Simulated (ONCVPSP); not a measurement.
## Tc, ONCV: configuration errors across variants

ONCVPSP 4.0.1 input, shortened (lines: element, Z, core and valence counts, functional; n l f; lmax; l rc ep ncon nbas qcut; lloc lpopt rc5 dvloc0; l nproj debl; icmod fcfact rcfact), PBE, scalar-relativistic:

```
  Tc 43.00    6    4        4      upf
    1    0    2.00
    2    0    2.00
    2    1    6.00
    3    0    2.00
    3    1    6.00
    3    2   10.00
    4    0    2.00
    4    1    6.00
    4    2    5.00
    5    0    2.00
    2
    0    2.05    0.00    3    8    7.40
    1    1.80    0.00    4    8    8.50
    2    1.95    0.00    4    8    9.50
    4    5    1.50    6.00
    0    3    2.10
    1    2    1.30
    2    1    1.70
    0    0.00    0.00
```

In the p channel the program set the typed energies aside and used -1.666, 0.250 Ha.

All-electron excitation energies from the reference (eV): (1) 4s2 4p6 4d5 5s1 8.154; (2) 4s2 4p6 4d5 5s0 23.005; (3) 4s2 4p6 4d4 5s0 51.711; (4) 4s2 4p6 4d6 5s0 6.166.

3 further variants failed, have other tests or too few solved ones, and are left out.

Errors AE − PS in meV (a dash: test not solved or not reliable):

| change | (1) | (2) | (3) | (4) | bound ghosts | GHOST(+) flags above zero |
| --- | --- | --- | --- | --- | --- | --- |
| base | -2.0 | -7.6 | -9.9 | -10 | none | none |
| s: qcut 5; p: qcut 5.8; d: qcut 6.4 | -2.0 | -9.6 | -14 | -8.7 | none | none |
| s: qcut 6.3; p: qcut 7.3; d: qcut 8.1 | -2.1 | -9.0 | -11 | -11 | none | none |
| s: qcut 6.9; p: qcut 7.9; d: qcut 8.9 | -2.1 | -8.3 | -10 | -11 | none | none |
| s: qcut 7.6; p: qcut 8.7; d: qcut 9.7 | -1.9 | -7.3 | -9.8 | -9.9 | none | none |
| s: qcut 8.7; p: qcut 10; d: qcut 11.2 | -1.7 | -6.0 | -9.9 | -7.2 | none | none |

(1) Give the same row for: s: qcut 5.4; p: qcut 6.2; d: qcut 6.9.

Answers

(1) -2.1, -9.7, -13, -10; bound ghosts: none; GHOST(+) flags above zero: none.
